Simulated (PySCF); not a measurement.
## Running PySCF for InSi⁺

The script input.py:

```python
from pyscf import gto, scf, mp

mol = gto.M(
    atom='In 0 0 0; Si 0 0 2.605',
    basis='def2-svp',
    ecp={'In': 'def2-svp'},
    charge=1,
    spin=2,
    verbose=3,
)
mf = scf.UHF(mol)
mf.kernel()
mp.MP2(mf).kernel()
mf.dip_moment()
print('orbital energies (hartree):', [e[max(0, n-3):n+3].round(4) for e, n in zip(mf.mo_energy, mol.nelec)])
```

```bash
$ OMP_NUM_THREADS=1 python input.py
```

It prints (some set-up lines and the per-cycle HOMO/LUMO lines with their warnings removed):

```
converged SCF energy = -477.756129183768  <S^2> = 2.2305854  2S+1 = 3.1499748
E(UMP2) = -477.878472786835  E_corr = -0.122343603067463
E(SCS-UMP2) = -477.875537076158  E_corr = -0.119407892390087

WARN: System has nonzero charge 1; the dipole moment is origin-dependent.
Location of origin: [0. 0. 0.]

Dipole moment(X, Y, Z, Debye): -0.00000,  0.00000,  2.46447
orbital energies (hartree): [array([-0.6112, -0.4956, -0.4956, -0.2318, -0.1601, -0.1601]), array([-1.2719, -0.728 , -0.574 , -0.2084, -0.1857, -0.1857])]
```

In short: E(SCF) = -477.756129 Eh, E(MP2) − E(SCF) = -0.12234 Eh, ⟨S²⟩ = 2.231.

It ran on Arm Neoverse V2 (1 thread, shared host) in 1.1 s.

The bond length is a typed value, not an optimised one. The dipole of an ion depends on the origin. No search for the lowest solution was made.
